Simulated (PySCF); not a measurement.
Precursor series Cd Br-H. All species are isolated molecules in the gas phase.

Computed with TPSSh-D3(BJ)/def2-TZVP // PBE-D3(BJ)/def2-SVP run with PySCF. All candidates: neutral, multiplicity 1. 

```
Item              Value
-------------  --------
dipole moment    2.14 D
HOMO           -7.41 eV
HOMO–LUMO gap   6.05 eV
```

Problem. Which member has these values?
A. [Cd(Br)2]
B. [Cd(Br)(H)]
C. [Cd(H)2]

Solution. B, [Cd(Br)(H)]. The others give [Cd(Br)2]: 0.00 D, -7.72 eV, 4.95 eV; [Cd(H)2]: 0.00 D, -7.27 eV, 6.33 eV
